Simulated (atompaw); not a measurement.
**u(r) = r·R(r): atom against pseudo-atom (hafnium (Hf))**

Columns: radius, all-electron u(r) and pseudo u(r) of the 5d shell (level -6.76 eV) of hafnium in the configuration [Kr] 4d10 4f14 5s2 5p6 5d2 6s1.5 6p0; PBE, non-relativistic, PAW (atompaw) scheme, atompaw 4.2.0.5.

```tsv
r (bohr)	all-electron	pseudo
0.112	0.1921	0.0005
0.223	-0.0038	0.0036
0.335	-0.2516	0.0118
0.446	-0.2865	0.0271
0.558	-0.1705	0.0509
0.669	0.0014	0.0836
0.781	0.1770	0.1255
0.892	0.3294	0.1749
1.004	0.4536	0.2309
1.115	0.5474	0.2904
1.227	0.6155	0.3519
1.338	0.6607	0.4113
1.450	0.6881	0.4671
1.562	0.7010	0.5163
1.673	0.7027	0.5565
1.785	0.6961	0.5872
1.896	0.6833	0.6071
2.008	0.6659	0.6168
2.119	0.6456	0.6166
2.231	0.6230	0.6081
2.342	0.5993	0.5929
2.454	0.5747	0.5728
2.565	0.5500	0.5499
2.677	0.5252	0.5254
2.788	0.5010	0.5010
2.900	0.4770	0.4770
```

Task: How many radial nodes do the two functions have?

Result: The all-electron 5d function has n − l − 1 = 2; the pseudo-wave has 0, since the states of the same l below it are removed with the core.

Task: Where does each function peak?

Result: Outermost all-electron maximum near 1.67 bohr, pseudo maximum near 2.01 bohr (to the table’s step).

Task: Is the pseudo-wave norm-conserving?

Result: No, it belongs to a PAW set: the norm inside the radius is not constrained, and the difference is carried by the augmentation charge.
